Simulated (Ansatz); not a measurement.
This geometry of BCl2F + H2 (6 atoms, charge 0, multiplicity 1) is a first-order saddle point.

The calculation used RKS PBE/def2-SVP (Ansatz).

```xyz
6
Properties=species:S:1:pos:R:3
B 0.014 -0.299 -0.027
F 0.018 0.069 1.577
Cl 1.543 0.196 -0.774
Cl -1.542 0.137 -0.753
H 0.041 -1.585 0.313
H 0.037 -1.044 1.259
```

(1) Which two structures does it join? (They come from a converged band through this point; their orientation in space is the band's.)

(2) How far does it lie above each of them?

Results:

(1) Bonds broken: B1–F2, H5–H6. Bonds formed: B1–H5, F2–H6. BCl2F + H2 becomes BCl2H + FH.

Initial state:

```xyz
6
Properties=species:S:1:pos:R:3
B -0.005 0.541 -0.108
F -0.004 0.755 1.199
Cl 1.525 0.443 -0.961
Cl -1.535 0.373 -0.948
H 0.069 -2.548 0.898
H 0.061 -2.091 1.515
```

Final state:

```xyz
6
Properties=species:S:1:pos:R:3
B 0.017 -0.469 -0.467
F 0.017 -0.043 2.054
Cl 1.523 0.289 -0.928
Cl -1.527 0.220 -0.915
H 0.044 -1.574 0.037
H 0.037 -0.950 1.814
```

(2) 40.9 kcal/mol above the first and 10.8 kcal/mol above the second. This is the barrier of this one path; another mechanism may lie lower. The orbitals stay closed-shell, which can raise the energy where a bond breaks towards radicals; this wasn't checked here.

The run took 5.5 min on 1 thread of Arm Neoverse V1 (shared host), peak memory 0.12 GiB.
